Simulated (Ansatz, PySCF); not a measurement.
Gas-phase reaction (SMILES): CCB(N)N + O (H2O) -> NB(N)O [diaminoborinic acid] + CC (C2H6) [ethane]; water cleaves one B-C bond, a model of a ligand-exchange step.

Structures are relaxed separately at B3LYP-D3(BJ)/def2-TZVP in Ansatz (a first-principles code), one conformer each, not searched for the lowest. Correlated levels leave the core frozen unless marked. Spin-orbit coupling is left out. No relativistic terms. Basis-set limits of correlation are two-point, X^-3; Hartree-Fock from the larger set. [CCSD(T)-MP2]/basis is that difference in the basis named. Thermal terms are rigid-rotor harmonic-oscillator values from B3LYP-D3(BJ) frequencies (PySCF) at 298.15 K and 1 atm. 1 Eh = 627.5095 kcal/mol.

| species | E, RI-MP2/CBS(cc-pVTZ,cc-pVQZ)+[CCSD(T)-MP2]/cc-pVTZ (Ansatz) (Eh) | E, B3LYP-D3(BJ)/def2-TZVPD (Ansatz + dftd3) (Eh) | H - E (Eh) |
|---|---|---|---|
| CCB(N)N | -215.82281 | -216.19884 | 0.13139 |
| O (H2O) | -76.37659 | -76.46738 | 0.02495 |
| NB(N)O | -212.52092 | -212.83776 | 0.07821 |
| CC (C2H6) | -79.71807 | -79.86964 | 0.07887 |

Work out ΔE and ΔH at 298.15 K at the first level, then ΔH at the second.


1. ΔE = [(-212.52092) + (-79.71807)] - [(-215.82281) + (-76.37659)] = -0.03959 Eh = -24.8 kcal/mol at RI-MP2/CBS(cc-pVTZ,cc-pVQZ)+[CCSD(T)-MP2]/cc-pVTZ.
2. The terms H - E add up to 0.00074 Eh, so ΔH = (-0.03959 + (0.00074))×627.5095 = -24.4 kcal/mol.
3. At B3LYP-D3(BJ)/def2-TZVPD the same steps give ΔE = -25.8 and ΔH = -25.4 kcal/mol, a shift of -1.0 from the first level.
4. These values are not checked against measurement here, since the tables used lack a sound gas-phase enthalpy of formation for at least one species.
